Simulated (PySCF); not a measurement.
CBr₄, triplet, at the geometry of the source list (a higher spin typed on purpose: for a closed-shell molecule this is an excited state); DF-REVPBE/3-21G run with PySCF.

Input for PySCF:
```python
from pyscf import gto, scf, dft

mol = gto.Mole()
mol.atom = '''
    Br    1.88530000   -0.43270000   -0.15840000
    C    -0.00000000   -0.00000000   -0.00000000
    Br   -0.26770000    1.88070000   -0.39740000
    Br   -0.59920000   -0.37070000    1.80840000
    Br   -1.01850000   -1.07720000   -1.25260000
'''
mol.basis = '3-21g'
mol.spin = 2
mol.verbose = 4
mol.build()

mf = dft.UKS(mol)
mf.xc = 'revpbe'
mf = mf.density_fit(auxbasis='def2-universal-jkfit')
mf.kernel()
```

Predict the main parts of the log of this PySCF run.


```
PySCF version 2.14.0

[INPUT] verbose = 4
[INPUT] num. atoms = 5
[INPUT] num. electrons = 146
[INPUT] charge = 0
[INPUT] spin (= nelec alpha-beta = 2S) = 2
[INPUT] symmetry False subgroup None
[INPUT] Mole.unit = angstrom
[INPUT] Symbol           X                Y                Z      unit          X                Y                Z       unit  Magmom
[INPUT]  1 Br     1.885300000000  -0.432700000000  -0.158400000000 AA    3.562700662643  -0.817684494099  -0.299332618131 Bohr   0.0
[INPUT]  2 C      0.000000000000   0.000000000000   0.000000000000 AA    0.000000000000   0.000000000000   0.000000000000 Bohr   0.0
[INPUT]  3 Br    -0.267700000000   1.880700000000  -0.397400000000 AA   -0.505879683546   3.554007922470  -0.750977161902 Bohr   0.0
[INPUT]  4 Br    -0.599200000000  -0.370700000000   1.808400000000 AA   -1.132323893839  -0.700521474376   3.417380723663 Bohr   0.0
[INPUT]  5 Br    -1.018500000000  -1.077200000000  -1.252600000000 AA   -1.924686057870  -2.035612981381  -2.367070943630 Bohr   0.0

nuclear repulsion = 1456.2583756199
number of shells = 45
number of NR pGTOs = 231
number of NR cGTOs = 97
basis = 3-21g
ecp = {}

******** <class 'pyscf.df.df_jk.DFUKS'> ********
method = DFUKS
initial guess = minao
damping factor = 0
level_shift factor = 0
DIIS = <class 'pyscf.scf.diis.CDIIS'>
diis_start_cycle = 1
diis_space = 8
diis_damp = 0
SCF conv_tol = 1e-09
SCF conv_tol_grad = None
SCF max_cycles = 50
direct_scf = False
number electrons alpha = 74  beta = 72
XC library pyscf.dft.libxc version 7.1.2
    S. Lehtola, C. Steigemann, M. J. T. Oliveira, and M. A. L. Marques,  SoftwareX 7, 1–5 (2018)
XC functionals = revpbe
    Y. Zhang and W. Yang,  Phys. Rev. Lett. 80, 890 (1998)
    J. P. Perdew, K. Burke, and M. Ernzerhof,  Phys. Rev. Lett. 77, 3865 (1996)
    J. P. Perdew, K. Burke, and M. Ernzerhof,  Phys. Rev. Lett. 78, 1396 (1997)
radial grids:
    Treutler-Ahlrichs [JCP 102, 346 (1995); DOI:10.1063/1.469408] (M4) radial grids

becke partition: Becke, JCP 88, 2547 (1988); DOI:10.1063/1.454033
pruning grids: <function nwchem_prune>
grids dens level: 3
symmetrized grids: False
atomic radii adjust function: <function treutler_atomic_radii_adjust>
small_rho_cutoff = 0
Set gradient conv threshold to 3.16228e-05
tot grids = 95816
init E= -10273.9728158

cycle= 1 E= -10283.8692849829  delta_E= -9.9  |g|= 0.241  |ddm|= 3.94

cycle= 2 E= -10283.5433803621  delta_E= 0.326  |g|= 0.677  |ddm|= 2.07

cycle= 3 E= -10283.8733250664  delta_E= -0.33  |g|= 0.181  |ddm|= 2.27

cycle= 4 E= -10283.84217006  delta_E= 0.0312  |g|= 0.237  |ddm|=  1.6

cycle= 5 E= -10283.8902122586  delta_E= -0.048  |g|= 0.118  |ddm|=  1.3

cycle= 6 E= -10283.8790010384  delta_E= 0.0112  |g|= 0.156  |ddm|= 1.31

cycle= 7 E= -10283.8967042611  delta_E= -0.0177  |g|= 0.0918  |ddm|= 1.27

cycle= 8 E= -10283.8932968901  delta_E= 0.00341  |g|= 0.105  |ddm|=  1.2

cycle= 9 E= -10283.8977572666  delta_E= -0.00446  |g|= 0.0858  |ddm|= 1.24

cycle= 10 E= -10283.8961863385  delta_E= 0.00157  |g|= 0.0963  |ddm|= 1.21

cycle= 11 E= -10283.8973280328  delta_E= -0.00114  |g|= 0.0856  |ddm|= 1.23

cycle= 12 E= -10283.8984960555  delta_E= -0.00117  |g|= 0.0819  |ddm|= 0.224

cycle= 13 E= -10283.8981947355  delta_E= 0.000301  |g|= 0.0819  |ddm|= 0.575

cycle= 14 E= -10283.8971230885  delta_E= 0.00107  |g|= 0.0878  |ddm|= 1.25

cycle= 15 E= -10283.898068633  delta_E= -0.000946  |g|= 0.0852  |ddm|= 1.17

cycle= 16 E= -10283.8970062432  delta_E= 0.00106  |g|= 0.0887  |ddm|= 0.823

cycle= 17 E= -10283.8996368499  delta_E= -0.00263  |g|= 0.0801  |ddm|= 0.731

cycle= 18 E= -10283.8968835432  delta_E= 0.00275  |g|= 0.0869  |ddm|= 1.25

cycle= 19 E= -10283.8988047891  delta_E= -0.00192  |g|= 0.0804  |ddm|= 1.17

cycle= 20 E= -10283.898688763  delta_E= 0.000116  |g|= 0.0812  |ddm|= 0.286

cycle= 21 E= -10283.8983666627  delta_E= 0.000322  |g|= 0.0815  |ddm|= 1.08

cycle= 22 E= -10283.888334917  delta_E= 0.01  |g|= 0.125  |ddm|=  1.2

cycle= 23 E= -10283.8956117362  delta_E= -0.00728  |g|= 0.0929  |ddm|= 0.213

cycle= 24 E= -10283.8972274629  delta_E= -0.00162  |g|= 0.0846  |ddm|= 1.15

cycle= 25 E= -10283.8982352792  delta_E= -0.00101  |g|= 0.0831  |ddm|= 1.23

cycle= 26 E= -10283.8996669759  delta_E= -0.00143  |g|= 0.0792  |ddm|= 1.24

cycle= 27 E= -10283.89619033  delta_E= 0.00348  |g|= 0.0904  |ddm|= 0.804

cycle= 28 E= -10283.898154792  delta_E= -0.00196  |g|= 0.082  |ddm|= 0.307

cycle= 29 E= -10283.8979793281  delta_E= 0.000175  |g|= 0.0825  |ddm|= 0.0565

cycle= 30 E= -10283.8961549762  delta_E= 0.00182  |g|= 0.0913  |ddm|= 1.22

cycle= 31 E= -10283.8993464094  delta_E= -0.00319  |g|= 0.0798  |ddm|= 0.859

cycle= 32 E= -10283.8985454285  delta_E= 0.000801  |g|= 0.0804  |ddm|= 0.865

cycle= 33 E= -10283.8870408932  delta_E= 0.0115  |g|= 0.13  |ddm|= 1.28

cycle= 34 E= -10283.8960420802  delta_E= -0.009  |g|= 0.0923  |ddm|= 0.299

cycle= 35 E= -10283.89824938  delta_E= -0.00221  |g|= 0.0849  |ddm|= 0.249

cycle= 36 E= -10283.8964653378  delta_E= 0.00178  |g|= 0.089  |ddm|= 0.359

cycle= 37 E= -10283.8986812206  delta_E= -0.00222  |g|= 0.0805  |ddm|= 1.01

cycle= 38 E= -10283.8919336015  delta_E= 0.00675  |g|= 0.111  |ddm|= 1.11

cycle= 39 E= -10283.8966449977  delta_E= -0.00471  |g|= 0.0902  |ddm|= 0.209

cycle= 40 E= -10283.8971709432  delta_E= -0.000526  |g|= 0.0876  |ddm|= 0.0719

cycle= 41 E= -10283.8901045847  delta_E= 0.00707  |g|= 0.118  |ddm|= 1.22

cycle= 42 E= -10283.8966087602  delta_E= -0.0065  |g|= 0.0885  |ddm|= 0.261

cycle= 43 E= -10283.8970039977  delta_E= -0.000395  |g|= 0.0863  |ddm|=  1.2

cycle= 44 E= -10283.8991280497  delta_E= -0.00212  |g|= 0.0812  |ddm|= 1.25

cycle= 45 E= -10283.8879623685  delta_E= 0.0112  |g|= 0.126  |ddm|= 1.14

cycle= 46 E= -10283.8893140127  delta_E= -0.00135  |g|= 0.122  |ddm|= 0.946

cycle= 47 E= -10283.8960224218  delta_E= -0.00671  |g|= 0.0967  |ddm|= 0.307

cycle= 48 E= -10283.8965638124  delta_E= -0.000541  |g|= 0.0937  |ddm|= 0.271

cycle= 49 E= -10283.8971272506  delta_E= -0.000563  |g|= 0.0893  |ddm|= 0.584

cycle= 50 E= -10283.896672291  delta_E= 0.000455  |g|= 0.0877  |ddm|= 1.01
SCF not converged.
SCF energy = -10283.896672291 after 50 cycles  <S^2> = 2.0003828  2S+1 = 3.0002552
```

The run did not converge; its last values are not results.
